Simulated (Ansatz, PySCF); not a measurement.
Molecule: C5H5S, charge 0, multiplicity 2. It need not be the lowest isomer of its formula. 
Coordinates optimised at B3LYP-D3(BJ)/def2-TZVP (Ansatz, a program for electronic structure):
SMILES: Cc1cc[c]s1
```xyz
11

C     -2.2165    -0.0766    -0.0563
C     -0.7340    -0.1561     0.1039
C     -0.0080    -0.9780     0.9158
C      1.4148    -0.7946     0.8261
C      1.6864     0.1765    -0.0680
S      0.3307     0.8889    -0.8137
H     -2.6028     0.9110     0.2053
H     -2.6909    -0.8069     0.6005
H     -2.5286    -0.2935    -1.0803
H     -0.4683    -1.7059     1.5711
H      2.1428    -1.3548     1.3931
```
Charge 0, spin multiplicity 2.

Quantity: atomisation energy (electronic, to ground-state atoms), in kcal/mol. Cores are frozen in the correlated levels unless marked. UHF or UKS for open shells. Spin-orbit coupling is left out. Non-relativistic. The coupled-cluster limit lacks core correlation, which all-electron functionals hold. Basis-set limits of correlation are two-point, X^-3; Hartree-Fock from the larger set. [CCSD(T)-MP2]/basis is that difference in the basis named.

The UHF reference is spin-contaminated (<S^2> 0.39 over the pure value in the largest basis). 

| level | program | atomisation energy (kcal/mol) |
|---|---|---|
| PBE/def2-TZVPD | Ansatz | 1177.2 |
| revPBE-D4/def2-TZVPD | Ansatz + dftd4 | ? |
| BHLYP/def2-TZVPD | Ansatz | ? |
| TPSSh/def2-TZVPD | PySCF | ? |
| wB97X-V/def2-TZVPD | Ansatz | 1136.2 |
| PBE-QIDH/def2-TZVPD | Ansatz | ? |
| SCS-MP2/STO-3G | Ansatz | 1118.2 |
| RI-MP2/CBS(cc-pV(T+d)Z,cc-pV(Q+d)Z)+[CCSD(T)-MP2]/cc-pV(T+d)Z | Ansatz | 1131.6 |

Task: Some entries are withheld; supply them.

Result: 
- revPBE-D4/def2-TZVPD, atomisation energy (kcal/mol): 1154.0
- BHLYP/def2-TZVPD, atomisation energy (kcal/mol): 1088.8
- TPSSh/def2-TZVPD, atomisation energy (kcal/mol): 1137.2
- PBE-QIDH/def2-TZVPD, atomisation energy (kcal/mol): 1140.2
